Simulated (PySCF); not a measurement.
OZn, SMILES [O]=[Zn].

Geometry: PBE0-D3(BJ)/def2-TZVPD.

Level of theory: PBE/def2-TZVPD (PySCF).

Isolated molecule, no solvent.

Computed frontier levels, gap, dipole moment and polarisability:
```json
{
  "highest_occupied_level": "-5.76 eV",
  "lowest_empty_level": "-5.16 eV",
  "orbital_gap": "0.60 eV",
  "dipole_moment": "5.39 D",
  "quadrupole, principal values (traceless, Buckingham form, about the centre of nuclear charge)": "-1.67, 0.83, 0.83 D·Å",
  "mean_static_polarisability": "37.4 bohr³ (5.55 Å³)",
  "polarisability_principal_values": "31.9, 31.9, 48.6 bohr³"
}
```
